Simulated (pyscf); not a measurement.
Single points on ωB97X-D3(BJ)/def2-SVP structures (PySCF, gas phase).

SMILES: N[SiH2]N[SiH2]O
```xyz
13

N     -0.1848    -0.9769     1.3652
Si    -1.2046    -1.3893    -0.0053
N     -0.3902    -0.8653    -1.4388
Si     0.3325     0.7171    -1.6189
O      0.2215     1.4515    -0.1387
H     -0.6362    -0.8903     2.2730
H      0.6960    -1.4765     1.4674
H     -1.4693    -2.8506    -0.1765
H     -2.4917    -0.6990     0.2915
H     -0.3086    -1.5355    -2.1976
H      1.7388     0.5410    -2.0972
H     -0.3765     1.5781    -2.6064
H      0.2478     0.8189     0.6054
```

### Question
How much does it cost (ΔH, 298 K, ωB97M-D3(BJ)/def2-TZVP) to split `[NH2][SiH2][NH][SiH2][OH]` at its N–Si bond into •HN–SiH₂–NH₂ + HO–SiH₂•?

### Answer
N–Si to •HN–SiH₂–NH₂ + HO–SiH₂•: 489.8 kJ/mol. The 7 functionals that were run give +451.4 (PBE) to +494.7 kJ/mol (ωB97X-D3(BJ)). •HN–SiH₂–NH₂ lies 77.2 kJ/mol over its isomer H₂N–SiH•–NH₂, and others may lie lower still (electronic energy, ωB97M-D3(BJ)). Other isomers of HO–SiH₂• were not searched in full and may lie lower.
